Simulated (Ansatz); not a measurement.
Start from `CB(N)[SiH2]C#N` and change one atom or group to get `CB(N)[SiH2]Cl`.

Ansatz, PBE0-D4/def2-TZVP geometries, multiplicity 1. Each molecule was computed in one conformer, which needn't be the lowest.

```tsv
property	`CB(N)[SiH2]C#N`
HOMO–LUMO gap (B3LYP/def2-TZVPP) / eV	6.95
HOMO energy (B3LYP/def2-TZVPP) / eV	-8.03
size of the dipole moment (PBE/def2-TZVPP) / D	5.53
size of the dipole moment (ωB97M-V/def2-TZVPP) / D	5.52
size of the dipole moment (B3LYP/def2-TZVPP) / D	5.53
HOMO energy (PBE0/def2-TZVPP) / eV	-8.21
```

Task: What does the change do to each property? (Estimate.)

Result: The calculation gave: 
| property | `CB(N)[SiH2]Cl` | shift |
| --- | --- | --- |
| HOMO–LUMO gap (B3LYP/def2-TZVPP) / eV | 6.60 | -0.35 |
| HOMO energy (B3LYP/def2-TZVPP) / eV | -7.45 | 0.58 |
| size of the dipole moment (PBE/def2-TZVPP) / D | 3.43 | -2.10 |
| size of the dipole moment (ωB97M-V/def2-TZVPP) / D | 3.45 | -2.07 |
| size of the dipole moment (B3LYP/def2-TZVPP) / D | 3.43 | -2.10 |
| HOMO energy (PBE0/def2-TZVPP) / eV | -7.64 | 0.57 |

With PBE0 the HOMO rises by 0.57 eV and the LUMO rises by 0.23 eV, so the gap narrows by about 0.34 eV. PBE moves the HOMO by 0.59 eV and ωB97M-V by 0.57 eV. Dipoles are sizes alone; their direction can turn.

B3LYP here is the variant with VWN-RPA as its local correlation; programs differ in this.
